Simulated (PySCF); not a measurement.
**Continuum solvent and chemical shifts**

Numbering as in the mapped SMILES `[CH3:1][C:2]#[C:3][CH2:4][C:5]([CH3:6])([CH3:7])[CH:8]1[CH2:9][CH2:10]1` (H(Xn): hydrogen on atom n). Ha(C9), Ha(C10) are cis to C5 on the ring; Hb(C9), Hb(C10) are trans to C5 on the ring.

GIAO PBE0/pcSseg-1 in PySCF 2.14 on one PBE0-D3(BJ)/def2-SVP conformer, non-relativistic, equivalent nuclei averaged. Solvents enter as an IEF-PCM continuum (cyclohexane with ε = 2.0, methanol with ε = 32.6) around the gas-phase geometry. Shifts are referred to TMS computed in the same medium.

In cyclohexane, δ in ppm: C2 84.1, C3 84.1, C4 35.1, C5 34.3, C8 24.5, C6/C7 24.2, C1 4.6, C9/C10 2.0, H(C4) 2.10, H(C1) 1.91, H(C6)/H(C7) 0.81, H(C8) 0.36, Hb(C9)/Hb(C10) 0.27, Ha(C9)/Ha(C10) 0.25. Dipole moment 0.25 D.

Task: How does each δ change in the more polar medium?

Result: 
```csv
atoms,environment,"Δδ, methanol"
C2,alkyne carbon,+1.4
C3,alkyne carbon,+0.7
C4,propargylic sp3 CH2,-0.1
C5,quaternary sp3 carbon,+0.7
C8,three-membered-ring carbon,+0.1
C6/C7,methyl carbon,+0.3
C1,propargylic methyl carbon,-0.1
C9/C10,three-membered-ring carbon,+0.1
H(C4),hydrogen on a propargylic sp3 CH2,+0.06
H(C1),hydrogen on a propargylic methyl carbon,+0.07
H(C6)/H(C7),hydrogen on a methyl carbon,-0.01
H(C8),hydrogen on a three-membered-ring carbon,+0.10
Hb(C9)/Hb(C10),hydrogen on a three-membered-ring carbon,+0.02
Ha(C9)/Ha(C10),hydrogen on a three-membered-ring carbon,+0.04
```

Changes are relative to cyclohexane. The dipole moment becomes 0.21 D in methanol.

Task: Which nuclei move most (in ppm), and what does the model miss?

Result: C2 (alkyne carbon, +1.4 ppm) in methanol. A continuum only polarises the solute; specific hydrogen bonds, the anisotropy of aromatic solvents and changes of geometry or conformer are outside it.
